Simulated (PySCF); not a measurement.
# Ionisation energy of Hg(49+) by level of theory

Hg(49+) [Ar] 3d10 4s2 4p1 (2P) → Hg(50+) [Ar] 3d10 4s2 (1S), as a difference of total energies. Computed with PySCF 2.14 in an uncontracted even-tempered set (17 s from 5.9 bohr⁻², ratio 2.5; 11 p from 7.6 bohr⁻², ratio 2.5; 8 d from 14 bohr⁻², ratio 2.5; 4 f from 37 bohr⁻², ratio 2.7; 4 g from 56 bohr⁻², ratio 2.7), with the non-relativistic Hamiltonian (point nucleus). Correlated levels: outer shells: [Ne] frozen; virtual orbitals above 40 to 60 times the deepest correlated orbital energy dropped. The calculations carry no spin-orbit coupling.

| method | ionisation energy (eV) |
| --- | --- |
| UHF | 2620.7 |
| LDA | 2624.3 |
| PBE | 2623.6 |
| PBE0 | 2623.1 |
| r2SCAN | 2622.9 |
| B97-3 | 2622.9 |
| BP86 | 2623.9 |
| MP2 (outer shells) | 2621.7 |
| SCS-MP2 (outer shells) | 2621.6 |

A first-order spin-orbit estimate (lowest level to lowest level, LS coupling) adds 58.894 eV.

The gap to the reference is mostly relativistic.

First order in ζ underestimates the shift of j = l − 1/2 levels at high Z.

For comparison: 2815 ± 4 eV (theoretical estimate listed by NIST; NIST Atomic Spectra Database, ionization energies).
